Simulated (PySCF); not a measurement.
MoO₂F₂, SMILES [O]=[Mo](=[O])([F])[F], multiplicity 1.

Geometry: B3LYP-D3(BJ)/def2-SVP. The multiplicity is an assumed one; other spin states were not compared. The def2 effective core potentials stand for the cores of Mo; spin–orbit coupling is left out.

These are PBE0/def2-TZVPD run with PySCF values and carry that method's errors.

Symmetry labels are those of the subgroup C2v that the program uses (full group C2v).

Computed valence orbital energies around the gap with their symmetry:
```csv
orbital,symmetry,energy (eV)
HOMO−7,B2,-14.02
HOMO−6,B1,-13.01
HOMO−5,A1,-12.86
HOMO−4,B2,-12.28
HOMO−3,A2,-11.59
HOMO−2,A1,-11.26
HOMO−1,B1,-11.07
HOMO,B2,-10.11
LUMO,A1,-3.42
LUMO+1,A2,-3.05
LUMO+2,B1,-1.98
LUMO+3,A1,-1.26
```
